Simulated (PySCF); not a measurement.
Gas-phase reaction: AgH + HI ⇌ AgI + 2 H

Method: PySCF energies plus ideal-gas RRHO corrections (1 bar). † marks an energy on the PBE0/def2-TZVP geometry and frequencies; other levels use their own. MP2 freezes the core. Open shells (unrestricted): H (multiplicity 2); the rest are closed-shell singlets. Ag, I: scalar-relativistic def2 core potential, no spin-orbit coupling. MP2 isn't extrapolated to the basis-set limit; its ΔH°(298 K) is 236.2 kJ in def2-SVP and 266.1 kJ in def2-TZVPP. The harmonic model lacks anharmonicity and excited electronic states, which grow with temperature; levels with a mode under 35 cm⁻¹ are left out.

```tsv
level	ΔE electronic, kJ	ΔH°(298 K), kJ	ΔS°(298 K), J/K	ΔG°(1200 K), kJ
HF/def2-TZVP†	162	144	83	30
MP2/def2-TZVPP†	284	266	83	153
PBE/def2-SVP	308	290	83	177
PBE/def2-TZVP†	312	293	83	180
PBE0/def2-QZVP†	295	277	83	163
PBE0/def2-SVP†	289	271	83	157
```
ΔH° is lowest at HF/def2-TZVP† and highest at PBE/def2-TZVP†. No reference value is set beside these.
